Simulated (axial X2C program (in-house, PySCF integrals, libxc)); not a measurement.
# NSmO⁻: the levels of the configuration f(δφ)4 f(π)0

Calculated with an axial X2C code built on PySCF integrals: two-component X2C with atomic mean-field Coulomb and Gaunt terms, basis N dyall-v3z, Sm dyall-v3z, O dyall-v3z (cores contracted in-house). Orbitals come from Hartree–Fock averaged over the configuration Sm f(δφ)4 f(π)0; CI then distributes these electrons over the f(δφ), f(π) shells of Sm.

N–Sm–O held linear, bonds 1.752 and 1.720 Å (the second held) (near the minimum of the configuration average).

Active spinors (ω > 0):

| shell | ω | ε (eV) | character |
| --- | --- | --- | --- |
| f(δφ) | 3/2 | 6.28 | 99% Sm f |
| f(δφ) | 5/2 | 6.57 | 100% Sm f |
| f(δφ) | 5/2 | 7.95 | 100% Sm f |
| f(δφ) | 7/2 | 7.98 | 100% Sm f |
| f(π) | 1/2 | 10.62 | 70% Sm f, 9% Sm p, 8% Sm d |
| f(π) | 3/2 | 10.64 | 83% Sm f, 7% Sm p, 5% Sm d |

Lowest levels of this model:

```tsv
Ω	energy (cm⁻¹)	g∥	configuration
0	0	0.00	100% f(δφ)4
1	987	3.71	100% f(δφ)4
2	3239	7.45	100% f(δφ)4
0	12575	0.00	100% f(δφ)4
6	13358	13.86	100% f(δφ)4
5	14064	10.17	100% f(δφ)4
4	16187	6.52	100% f(δφ)4
5	16431	11.56	100% f(δφ)4
0	17400	0.00	100% f(δφ)4
10	17618	20.45	100% f(δφ)4
1	18122	2.71	100% f(δφ)4
6	20419	12.11	100% f(δφ)4
5	20482	10.04	100% f(δφ)4
4	20890	8.40	100% f(δφ)4
0	22706	0.00	100% f(δφ)4
7	23146	15.56	100% f(δφ)4
1	24140	3.03	100% f(δφ)4
3	24670	4.44	100% f(δφ)4
2	25073	5.61	100% f(δφ)4
0	26975	0.00	100% f(δφ)4
```

g∥ is the magnitude of 2⟨Lz + ge Sz⟩ for the +Ω component.

This point took 3 s on 1 thread of Arm Neoverse V2, with other jobs on the host.

Dynamic correlation is missing, so gaps between terms are too wide and other configurations may lie lower; the lowest level listed is that of this model, not necessarily the ground state. At most 6 roots were kept for each Ω > 0 (twice that for Ω = 0) within 3.5 eV of the lowest, so higher up levels can be missing between those listed; levels with Ω > 0 are doubly degenerate and listed once, Ω = 0 levels singly. States that fill the shells left empty in the average are placed too high. For an anion, levels above electron detachment are held by the basis set. The molecule was held linear; bending was not examined.
